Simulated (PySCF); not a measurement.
A structure optimised at B3LYP-D3(BJ)/def2-SVP, used in a PySCF frequency run:

```xyz
8

C     -1.0815    -1.5733     0.0000
C      0.0053    -0.7293     0.0000
F      1.2482    -1.2395     0.0000
C     -0.0444     0.6600     0.0000
F     -1.1806     1.3250     0.0000
F      1.0146     1.4341     0.0000
H     -2.0930    -1.1700     0.0000
H     -0.9233    -2.6513     0.0000
```
Charge 0, spin multiplicity 2.

Problem. Write its SMILES, formula and point group.

Solution. C=C(F)[C](F)F, C3H2F3, Cs

Problem. What are its rotational constants (standard atomic weights)?

Solution. 5.3752, 3.3264, 2.0548 GHz
